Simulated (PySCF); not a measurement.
C3H6F2Si, SMILES FC(F)=CC[SiH3]. Geometry optimised at PBE0-D3(BJ)/def2-SVP. This is a generated structure with no PubChem entry under its InChIKey; it may be hypothetical. Other conformers were not sampled.

Computed equilibrium geometry at PBE0-D3(BJ)/def2-SVP (PySCF confirms it by a frequency run) as Cartesian coordinates in Å (one conformer of several):
```xyz
12

F      1.8981    -0.5212    -0.4745
C      1.3342     0.2483     0.4304
F      2.1385     0.4131     1.4539
C      0.1242     0.7842     0.3190
C     -0.7900     0.5576    -0.8397
Si    -2.2069    -0.6270    -0.4074
H     -0.2057     1.3956     1.1618
H     -1.2301     1.5109    -1.1778
H     -0.2411     0.1387    -1.6979
H     -2.9686    -0.0980     0.7656
H     -3.1424    -0.7669    -1.5663
H     -1.6547    -1.9698    -0.0555
```
